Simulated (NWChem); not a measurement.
# Correlation energy of H6PSi2

```
P
Si 1 2.2612
H 2 1.4930 1 109.45
H 2 1.4970 3 109.02 1 -119.33
H 2 1.4974 3 109.07 4 -118.27
Si 1 2.2612 2 94.56 3 167.15
H 6 1.4930 1 109.45 2 167.15
H 6 1.4970 7 109.02 1 -119.33
H 6 1.4974 7 109.07 8 -118.27
```
Charge 0, spin multiplicity 2.

Everything below was run with NWChem. The geometry was optimised at UPBE0/def2-SVP, a minimum by its harmonic frequencies.

Basis set: 6-31G*. Each correlation energy counts from its own Hartree-Fock reference.

The correlated methods keep 15 core orbitals frozen. The Pople sets run with spherical d functions. The structure started from a generated list of species. The unpaired electrons of the parent sit in orbitals of symmetry b (C2 labels of the run); other states weren't searched. The stability of the SCF solutions was not checked. Open-shell Hartree-Fock references start from PBE0 orbitals. No row is a measurement; the coupled-cluster row has its own basis-set and correlation limits.

| method | correlation energy (mHa) |
|---|---|
| CCSD on UHF | -298.4 |
| SCS-UMP2 | -252.1 |
| CCSD(T) on UHF | ___ |
| UMP2 | ___ |
| CCSD on ROHF | -302.1 |
| CCSD(T) on ROHF | -311.3 |
| CCSD[T] on ROHF | ___ |
| CCSD[T] on UHF | -307.7 |

**Question.** What belongs in the gaps?

**Answer.** 
- CCSD(T) on UHF, correlation energy (mHa): -307.4
- UMP2, correlation energy (mHa): -242.1
- CCSD[T] on ROHF, correlation energy (mHa): -311.5
